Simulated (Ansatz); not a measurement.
Species: C10H9BO, SMILES `Bc1cc2cccc-2ccc1O` (charge 0, multiplicity 1).

Task: Give a relaxed geometry from Ansatz (a quantum-chemistry and plane-wave program) with PBE0-D3(BJ)/def2-SVP.

Result: Several could match; the one computed here: the end point of this relaxation, one of several conformers (outside a Z-matrix the atoms follow the SMILES, hydrogens last).
Z-matrix (Å, degrees):
```
C
C 1 1.3823
H 2 1.0952 1 114.42
C 2 1.4172 3 113.77 1 179.97
C 1 1.4180 2 125.42 3 0.02
H 5 1.0902 1 124.87 2 -0.11
C 5 1.3950 6 126.55 1 -179.99
H 7 1.0905 5 125.52 6 0.02
C 7 1.4098 8 125.28 5 -180.00
H 9 1.0904 7 126.22 8 0.00
C 9 1.4024 10 125.14 7 -180.00
C 11 1.3950 9 126.36 10 -0.04
C 12 1.3856 11 129.58 9 179.99
H 13 1.0925 12 117.13 11 179.96
H 12 1.0956 13 115.15 14 -0.03
C 13 1.4071 14 113.23 12 -179.95
O 16 1.3300 13 112.46 14 0.00
H 17 0.9733 16 107.78 13 179.93
B 4 1.5214 2 115.95 3 -0.13
H 19 1.2067 4 120.73 2 0.09
H 19 1.2197 20 115.98 3 179.95
```
